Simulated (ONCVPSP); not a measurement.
Before and after: ONCV potential for N

nitrogen, optimised norm-conserving Vanderbilt (ONCV), made with ONCVPSP 4.0.1 (PBEsol, scalar-relativistic). Core [He], reference 2s2 2p2.5 (charge +0.5). Waves: 2s: rc 0.85 bohr, ncon 4, nbas 8, qcut 8.3 1/bohr, local; 2p: rc 2.35 bohr, ncon 4, nbas 7, qcut 4.9 1/bohr, 2 projectors, debl 3.9 Ha; d scattering state at 0.04 Ha: rc 2.40 bohr, ncon 4, nbas 8, qcut 3.9 1/bohr, 2 projectors, debl 0.5 Ha. Local part: the s channel. Core correction: none.

Change: s: rc 0.98.

Cutoffs: the cutoffs (Ha) at which the residual kinetic energy of the hardest occupied pseudo-wave falls to 1 and 0.1 mHa per electron; they do not see the model core or the augmentation charge, which bear on the density cutoff. Errors are all-electron minus pseudo energies relative to the spin-unpolarised reference configuration.

Task: How do hardness, ghosts and transferability respond?

Result: The potential gets softer (30 Ha and 55 Ha → 28 Ha and 47 Ha); the errors of the 4 common tests hardly move; neither file shows a bound ghost. A larger radius leaves more room for a smooth pseudo-wave, so fewer plane waves are needed.

```tsv
quantity	base	changed
cutoff, loose	30 Ha	28 Ha
cutoff, tight	55 Ha	47 Ha
loose cutoff by channel	s 30 Ha, p 11 Ha	s 28 Ha, p 11 Ha
bound ghosts	none	none
GHOST(+) flags under 300 eV	none	none
error for 2s2 2p3, meV [ΔE -5.06 eV]	+24	+24
error for 2s2 2p2, meV [ΔE 8.46 eV]	+52	+52
error for 2s2 2p1, meV [ΔE 37.20 eV]	+797	+800
error for 2s1 2p0, meV [ΔE 161.60 eV]	+5469	+5469
p: phases at 2.39 bohr within 0.05 rad from the reference energy up to (Ha; the scan ends near 5)	0.2	0.2
d: phases at 2.43 bohr within 0.05 rad from the reference energy up to (Ha; the scan ends near 5)	2.4	2.4
```
